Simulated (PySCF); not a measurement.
**Polarisability and C₆ of Mo (molybdenum, neutral)**

[Kr] 4d4 5s2, high-spin 5D determinant (an excited configuration). All numbers are calculated (PySCF 2.14, a scalar-relativistic core potential, in aug-cc-pVTZ-PP with one added diffuse shell each of s, p, d, f, g type with ECP28MDF (7s7p6d4f3g, 113 functions)). Coupled (time-dependent) response in atomic units; α is the mean over directions.

```json
{"method": "UHF", "mean α (bohr³)": "164.5", "α xx, yy, zz": "189.3, 189.3, 114.8", "C₆ (like pair)": "1852", "S(−4)": "88460"}
{"method": "PBE", "mean α (bohr³)": "87.15", "α xx, yy, zz": "93.00, 93.00, 75.46", "C₆ (like pair)": "1036", "S(−4)": "3852"}
{"method": "PBE0", "mean α (bohr³)": "94.22", "α xx, yy, zz": "100.2, 100.2, 82.28", "C₆ (like pair)": "1140", "S(−4)": "4801"}
```

S(−4) is the Cauchy moment in α(ω) = α(0) + S(−4) ω² + …

Spin-orbit coupling is absent.

α(iu) at PBE:

```json
{"u (hartree)": "0", "α(iu) (bohr³)": "87.15"}
{"u (hartree)": "0.0500", "α(iu) (bohr³)": "78.86"}
{"u (hartree)": "0.100", "α(iu) (bohr³)": "63.01"}
{"u (hartree)": "0.200", "α(iu) (bohr³)": "38.13"}
{"u (hartree)": "0.300", "α(iu) (bohr³)": "25.07"}
{"u (hartree)": "0.500", "α(iu) (bohr³)": "13.81"}
{"u (hartree)": "0.750", "α(iu) (bohr³)": "8.397"}
{"u (hartree)": "1.00", "α(iu) (bohr³)": "5.826"}
{"u (hartree)": "1.50", "α(iu) (bohr³)": "3.379"}
{"u (hartree)": "2.00", "α(iu) (bohr³)": "2.222"}
{"u (hartree)": "3.00", "α(iu) (bohr³)": "1.164"}
{"u (hartree)": "5.00", "α(iu) (bohr³)": "0.4726"}
```

A single London oscillator, α(iu) = α/(1 + u²/ω²), gives C₆ = (3/4) ω α². Matching the computed C₆ needs ω = 4 × 1036 / (3 × 87.15²) = 0.182 hartree.

The components differ because the open shell of this determinant is not spherical; for a pure term their mean is the scalar polarisability.

Energies and moments cover only the electrons outside the core potential.
